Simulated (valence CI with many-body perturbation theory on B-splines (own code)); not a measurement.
# Cd XLII in three bases

Calculated by relativistic CI+MBPT: five valence electrons over a frozen Dirac-Fock core [He], radial functions for each j: 9 s, 9 p, 8 d, 6 f, 3 g, 1 h, with the one-electron correlation potential Σ1, the two-electron term Σ2, the three-electron term Σ3, Breit, model QED; selected CI, second order for the rest, scaled by the run's own slope (own B-spline code, finite nucleus).

The last digits are not significant, and no measured levels were compared; by estimate large intervals hold to a few tenths of a per cent, small ones and those within an open d or f shell to about a per cent. Among the levels kept, up to 3400 cm⁻¹ of a level comes from second order outside the variational space, and about a tenth of that is noise between levels of different J, which matters for small intervals.

The reference run has the lowest level (2s^2 2p1/2^2 2p3/2) J=3/2 and an ionisation energy of 6462.65 eV. Its largest variational space holds 20000 state functions.

Levels are named by their leading jj configuration (3d3/2^4 stands for four electrons in 3d with j = 3/2), which in mixed levels can hold well under half, so a name can repeat and another be missing. Letters in brackets count levels of one name in rising energy.

Changed runs:
A. basis 6 s, 6 p, 5 d, 3 f, 1 g
B. basis 5 s, 5 p, 4 d, 2 f

Excitation energies of the reference run in cm⁻¹, and shifts in cm⁻¹:

```tsv
Level	Reference	A	B
(2s^2 2p1/2 2p3/2^2) J=3/2	1499250	-49	-235
(2s^2 2p1/2 2p3/2^2) J=5/2	1645690	+97	+186
(2s^2 2p1/2 2p3/2^2) J=1/2	1854510	+69	+272
(2s 2p1/2^2 2p3/2^2) J=5/2	2995070	-70	-222
(2s^2 2p3/2^3) J=3/2	3361570	+37	+68
(2s 2p1/2^2 2p3/2^2) J=1/2	3461100	+2.5	+191
(2s 2p1/2^2 2p3/2^2) J=3/2	3472620	+65	+269
(2s 2p1/2 2p3/2^3) J=3/2 [a]	4651130	-80	-212
(2s 2p1/2 2p3/2^3) J=5/2	4880580	+95	+255
(2s 2p1/2 2p3/2^3) J=1/2	5119600	+33	+188
(2s 2p1/2 2p3/2^3) J=3/2 [b]	5214700	+150	+500
(2s 2p3/2^4) J=1/2	6763700	+44	+272
Ionisation energy (eV)	6462.65	-0.027	-0.12
```
